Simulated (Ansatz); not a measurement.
A series at Ge: from `[OH][Ge]([Cl])([Cl])[Cl]`, ligands are replaced one by one, each step taking up H₂O and setting free HCl; n counts the steps. Ansatz, PBE0-D4/def2-TZVP geometries. Each molecule was computed in one conformer, which needn't be the lowest.

| n | molecule | HOMO energy, ωB97M-V/def2-TZVPP (eV) |
| --- | --- | --- |
| 0 | `[OH][Ge]([Cl])([Cl])[Cl]` | -11.77 |
| 1 | `[OH][Ge]([OH])([Cl])[Cl]` | -11.64 |
| 2 | `[OH][Ge]([OH])([OH])[Cl]` | ? |
| 3 | `[OH][Ge]([OH])([OH])[OH]` | -11.70 |

Question: By hand: fit a straight line y = ȳ + b (n − n̄) to the 3 given rows and predict n = 2.

Answer: n̄ = 1.333, ȳ = -11.703; Σ(n − n̄)(y − ȳ) = 0.073, Σ(n − n̄)² = 4.667, so b = 0.016 eV a step. Prediction: -11.703 + (0.016) × (0.667) = -11.69 eV.

Question: By hand: compare with the computed value, -11.67 eV, and give the steps along the whole series.

Answer: The line misses by 0.02 eV (computed minus predicted). Steps: 0.13, -0.03, -0.03 eV.

The steps change sign along the series, so a line is a poor guide. The highest orbital can change its character along such a series. The miss is 15.4 % of the series' range.
